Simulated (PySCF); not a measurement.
Al(Cl)(Me)(SeH) (CH4AlClSe), SMILES [CH3][Al]([Cl])[SeH]. Coordinates come from a B3LYP-D3(BJ)/def2-SVP optimisation. The structure was generated by enumeration; whether it is a known compound was not checked. One conformer was computed; it need not be the lowest.

Task: Give the equilibrium geometry at B3LYP-D3(BJ)/def2-SVP (PySCF confirms it by a frequency run) as a Z-matrix, and its point group. (An estimate is asked for; the answer gives what the named calculation found.)

Result: Several could match; the one computed here: point group Cs.
```
Al
C 1 1.9435
H 2 1.1012 1 112.81
H 2 1.1033 3 108.23 1 122.20
H 2 1.1033 3 108.23 4 115.59
Cl 1 2.1151 2 120.34 3 180.00
Se 1 2.3182 2 125.09 3 0.00
H 7 1.4775 1 91.94 2 0.00
```
